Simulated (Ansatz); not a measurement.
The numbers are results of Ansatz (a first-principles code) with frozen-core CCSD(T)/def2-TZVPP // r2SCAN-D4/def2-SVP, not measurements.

Ansatz 0.2 input:
```yaml
crystal:
  periodic: [false, false, false]
  atoms:
    - { symbol: Cd, position_ang: [0.0, 0.0, 0.000001] }
    - { symbol: H, position_ang: [-1.010141, 1.002402, 0.878147] }
    - { symbol: H, position_ang: [1.010141, -1.002403, -0.878145] }
basis:
  gaussian: { orbitals: def2-TZVPP }
correlation:
  method: ccsd_t
```

Output:

```
Functional definition: HF
546 factors; integrals over basis functions are off by at most 9.5e-4 eV
mean field evaluation 1: about -4570.8222 eV, gradient 1.0e1 eV
mean field evaluation 2: about -4570.8228 eV, gradient 1.0e1 eV
mean field evaluation 4: about -4571.2075 eV, gradient 1.7e0 eV
mean field evaluation 8: about -4571.2162 eV, gradient 1.8e-4 eV
mean field evaluation 16: about -4571.2160 eV, gradient 1.9e-1 eV
mean field -4571.21615788 eV, -167.9890953206 hartree, gradient 1.4e-6 eV, S^2 0.000000; 0 other end points of the search recorded, 0 dependent functions left out
reference -4571.21615788 eV, -167.9890953206 hartree; 11, 11 occupied and 73, 73 virtual orbitals, 546 factors
second order -20.11016281 eV of doubles, -0.00000000 eV of singles
cycle   1  -19.01035747 eV  change     1.1e0 eV  update   9.1e-2
cycle   2  -19.50243459 eV  change   -4.9e-1 eV  update   2.5e-2
cycle   3  -19.56117271 eV  change   -5.9e-2 eV  update   1.5e-2
cycle   4  -19.52627954 eV  change    3.5e-2 eV  update   4.3e-3
cycle   5  -19.52346497 eV  change    2.8e-3 eV  update   1.5e-3
cycle   6  -19.52601699 eV  change   -2.6e-3 eV  update   3.5e-4
cycle   7  -19.52586274 eV  change    1.5e-4 eV  update   1.1e-4
cycle   8  -19.52581235 eV  change    5.0e-5 eV  update   2.4e-5
cycle   9  -19.52584583 eV  change   -3.3e-5 eV  update   5.5e-6
cycle  10  -19.52584410 eV  change    1.7e-6 eV  update   1.3e-6
perturbative correction -0.53677657 eV, -0.0197261751 hartree
Total energy: -4591.27877855 eV, -168.7263830311 hartree
```

Cost: very roughly 6 core-seconds.
